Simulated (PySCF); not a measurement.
B₂Cl₄, charge -1, multiplicity 2. Atoms are numbered in the order given.

```xyz
6

Cl     0.0000     1.5182    -1.8074
B      0.0000     0.0000    -0.8104
Cl     0.0000    -1.5182    -1.8074
B      0.0000     0.0000     0.8104
Cl     0.0000     1.5182     1.8074
Cl     0.0000    -1.5182     1.8074
```
Charge -1, spin multiplicity 2.

Coordinates come from a PBE0-D3(BJ)/def2-SVPD optimisation. The multiplicity is an assumed one; no other spin state was optimised. The values are those of a single conformer.

Calculation: PySCF 2.14.0 with PBE0-D3(BJ)/def2-SVPD.

Frequencies are harmonic and unscaled.

Question: Estimate the vibrational spectrum. (Estimate from the structure and the level; the computed values follow.)

Answer: 
```csv
mode,ν (cm⁻¹),IR (km/mol),moving atoms (share of kinetic energy)
1,61,0.0,Cl 100 %
2,100,0.0,Cl 95 %
3,176,0.0,Cl 100 %
4,238,0.1,"B 87 %, Cl 13 %"
5,253,0.0,Cl 92 %
6,266,0.4,"Cl 89 %, B 11 %"
7,370,0.0,Cl 99 %
8,455,0.0,B 97 %
9,663,182.2,"B 75 %, Cl 25 %"
10,785,414.3,"B 82 %, Cl 18 %"
11,814,0.0,"B 91 %, Cl 9 %"
12,1244,0.0,B 98 %
```
